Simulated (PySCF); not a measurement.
Cu(Cl)(OH2) (ClCuH2O), SMILES [OH2]->[Cu][Cl], multiplicity 1. Geometry: B3LYP-D3(BJ)/def2-TZVP. The multiplicity is an assumed one; other spin states were not compared.

Computed equilibrium geometry at B3LYP-D3(BJ)/def2-TZVP (PySCF confirms it by a frequency run) as bond lengths and angles, and its point group:
point group Cs.
Atoms: Cu1 Cl2 O3 H4 H5. Bonds (Å): Cu1–Cl2 2.089, Cu1–O3 1.970, O3–H4 0.965, O3–H5 0.965. Angles (°): Cl2–Cu1–O3 179.6, Cu1–O3–H4 115.3, Cu1–O3–H5 115.3, H4–O3–H5 107.3.
